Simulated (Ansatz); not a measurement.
`IC1C=CC1`, relaxed with RKS PBE-D4/def2-SVP in Ansatz from a rough embedded geometry. The force threshold is 0.03 eV/Å; the program also tests the step.

Charge 0, multiplicity 1. I: def2 effective core potential.

Start:

```xyz
10

I    -0.660    0.266   -2.781
C    -0.645    0.470   -0.444
C    -0.678   -0.888    0.186
C     0.515   -0.761    0.857
C     0.775    0.596    0.185
H    -1.372    1.224   -0.093
H    -1.458   -1.670    0.253
H     1.130   -1.389    1.461
H     0.821    1.462    0.902
H     1.571    0.688   -0.526
```

How much energy does the relaxation release, and in how many steps? (An estimate is asked.)

The calculation gave: 0.31 eV, in 6 steps.

Which bonds change most? (Estimate.)

The calculation gave: I1–C2 from 2.346 to 2.204 Å; C5–H10 from 1.071 to 1.110 Å; C4–H8 from 1.067 to 1.102 Å; C3–C4 from 1.375 to 1.356 Å.

Give the relaxed structure. (Estimate.)

Ansatz gave: 
```xyz
10

I    -0.708    0.417   -2.661
C    -0.633    0.419   -0.458
C    -0.681   -0.922    0.210
C     0.512   -0.740    0.829
C     0.781    0.607    0.181
H    -1.406    1.160   -0.174
H    -1.439   -1.719    0.208
H     1.080   -1.331    1.565
H     0.887    1.485    0.855
H     1.609    0.624   -0.557
```
